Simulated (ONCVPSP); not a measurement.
## An odd input for ONCVPSP 4.0.1 (platinum)

Command:

```bash
oncvpsp.x < Pt.dat > Pt.out
```

Input:

```
# ATOM AND REFERENCE CONFIGURATION
# atsym  z   nc   nv     iexc    psfile
  Pt 78.00   10    3  -102130      upf
#
#   n    l    f
    1    0    2.00
    2    0    2.00
    2    1    6.00
    3    0    2.00
    3    1    6.00
    3    2   10.00
    4    0    2.00
    4    1    6.00
    4    2   10.00
    4    3   14.00
    5    0    2.00
    5    1    6.00
    5    2   10.00
#
# PSEUDOPOTENTIAL AND OPTIMIZATION
# lmax
    3
#
#   l,   rc,      ep,       ncon, nbas, qcut
    0    1.65    0.00    4    7    6.80
    1    1.85    0.00    4    8    9.50
    2    1.45    0.00    4    8    6.60
    3    1.55    0.04    4    7    7.30
#
# LOCAL POTENTIAL
# lloc, lpopt,  rc(5),   dvloc0
    4    1    1.40    4.00
#
# VANDERBILT-KLEINMAN-BYLANDER PROJECTORs
# l, nproj, debl
    0    3    0.90
    1    0    2.20
    2    2    0.60
    3    1    2.30
#
# MODEL CORE CHARGE
# icmod, fcfact, rcfact
    0    0.00    0.00
#
# LOG DERIVATIVE ANALYSIS
# epsh1, epsh2, depsh
   -5.00    5.00    0.04
#
# OUTPUT GRID
# rlmax, drl
    6.00    0.01
#
# TEST CONFIGURATIONS
# ncnf
    4
# nvcnf
#   n    l    f
    4
    5    0    2.00
    5    1    6.00
    5    2    9.00
    6    0    1.00
#
    3
    5    0    2.00
    5    1    6.00
    5    2    9.00
#
    3
    5    0    2.00
    5    1    6.00
    5    2    8.00
#
    4
    5    0    2.00
    5    1    6.00
    5    2    9.50
    6    0    0.50
#
```

Output (end):

```
    Fraction of norm inside rc  0.077940
    Optimizing pswf for qcut=   6.61 a_B^-1,  ecut=  21.82 Ha
    Residual kinetic energy error=  3.12D-05 Ha

    Energy error per electron        Cutoff
         Ha          eV             Ha
         0.01000     0.27211       11.76
         0.00100     0.02721       16.36
         0.00010     0.00272       20.09
         0.00001     0.00027       24.16

   Wellstate for l =  3  n =  5
     eigenvalue =   0.0400
     asymptotic potential =   0.5400
     half-point radius = 62.1959

Calculating optimized projector #   1

 for l=   3

    Fraction of norm inside rc  0.000000
    Optimizing pswf for qcut=   7.29 a_B^-1,  ecut=  26.55 Ha
    Residual kinetic energy error=  1.55D-06 Ha

    Energy error per electron        Cutoff
         Ha          eV             Ha
         0.01000     0.27211        0.01
         0.00100     0.02721        0.05
         0.00010     0.00272        0.13
         0.00001     0.00027        0.38

Construct Vanderbilt / Kleinmman-Bylander projectors

B matrix Hermiticity error, ll=   0
   1   2   -2.5943E-04
   1   3   -7.5697E-04
   2   3   -2.1812E-05

  Orthonormal projector coefficients  1.3302E+01  2.4421E+00 -5.9515E-01

B matrix Hermiticity error, ll=   2
   1   2    5.2763E-05

  Orthonormal projector coefficients -9.0402E-01  2.3570E-01
oncvpsp: lschvkbb ERROR   2   1 100
```

Q: This input was made by a single change from one that runs to its end. What was changed?

A: The change: nproj of l = 1 set to 0. The program stops during the generation: "oncvpsp: lschvkbb ERROR 2 1 100". Messages: WARNING scattering state with energy 0.05000000; WARNING wellstate: moderately localized bound state found for n= 6 l= 0; WARNING will be used for the first projector.
